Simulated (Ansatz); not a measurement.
Program: Ansatz. Geometries: PBE0-D4/def2-TZVP. ΔE: electronic, gas phase. CCSD(T)/CBS is the MP2 limit (def2-TZVPP, def2-QZVPP) plus CCSD(T) − MP2 in def2-TZVPP, frozen cores. Functionals use def2-TZVPP. B3LYP here is the variant with VWN-RPA as its local correlation; programs differ in this. Elements past krypton have def2 core potentials. For In outer-core shells are correlated without core-valence functions, which leaves a few kJ/mol of doubt a bond. One conformer a species, not always the lowest.

Consider the substitution at a C–C bond: `CC(O)(Cl)CF` + `[SH][InH2]` → `FC[S][InH2]` + `CC(O)Cl`.

`CC(O)(Cl)CF`:

Z-matrix (Å, degrees):
```
C
C 1 1.506
H 1 1.092 2 109.3
H 1 1.090 2 110.8 3 -120.9
H 1 1.089 2 109.3 3 119.0
O 2 1.374 1 109.0 3 -60.0
Cl 2 1.836 1 108.2 3 -179.4
C 2 1.518 1 111.9 3 63.3
H 6 0.965 2 108.0 1 171.8
F 8 1.379 2 109.6 1 -172.1
H 8 1.091 2 111.4 1 67.4
H 8 1.095 2 108.7 1 -54.6
```

`[SH][InH2]`:

```xyz
5

S     0.403   -0.741    1.503
In   -0.005   -0.009   -0.735
H    -0.149    0.344    2.070
H    -0.789    1.504   -0.903
H     0.541   -1.097   -1.936
```

`FC[S][InH2]`:

Z-matrix (Å, degrees):
```
C
S 1 1.802
F 1 1.379 2 111.9
H 1 1.092 2 107.3 3 118.4
H 1 1.091 2 111.6 3 -120.7
In 2 2.397 1 99.7 3 69.0
H 6 1.709 2 115.0 1 -170.7
H 6 1.713 2 114.2 1 10.7
```

`CC(O)Cl`:

```xyz
9

C     0.230    0.572   -0.696
C    -0.173   -0.043    0.619
O    -1.047   -1.097    0.498
Cl    1.339   -0.550    1.507
H     0.892    1.424   -0.542
H     0.755   -0.160   -1.315
H    -0.667    0.906   -1.223
H    -0.644    0.678    1.284
H    -0.685   -1.731   -0.131
```

Question: Is it downhill or uphill in electronic energy at CCSD(T)/CBS, and by how much? (An estimate is asked.)

Answer: Ansatz gave: Uphill: ΔE = +34.7 kJ/mol.

Question: What do these levels give: PBE0-D4, B3LYP-D4, r2SCANh-D4, ωB97X-V, PBE, LC-ωPBE, MP2/def2-SVP, CCSD(T)/def2-SVP, CCSD/def2-TZVPP, SCS-MP2/def2-QZVPP, MP2/CBS(def2), CCSD/CBS(def2)? (Estimate.)

Answer: The calculation gave: PBE0-D4 30.7, B3LYP-D4 28.7, r2SCANh-D4 34.6, ωB97X-V 35.0, PBE 23.4, LC-ωPBE 33.6, MP2/def2-SVP 53.1, CCSD(T)/def2-SVP 53.6, CCSD/def2-TZVPP 38.9, SCS-MP2/def2-QZVPP 33.6, MP2/CBS(def2) 33.8, CCSD/CBS(def2) 35.3 kJ/mol.

Largest T1 diagnostic among the species: 0.014.

Leaving LDA and LC-ωPBE aside and taking each functional with its dispersion term where it has one, the values, not all of them listed here, spread over 13.7 kJ/mol, from BLYP-D4 to B97M-V. LDA lies +15.0 kJ/mol from PBE without D4. From BLYP to BHLYP (50 % exact exchange), in def2-TZVPP and without D4, ΔE moves by +13.1 kJ/mol.
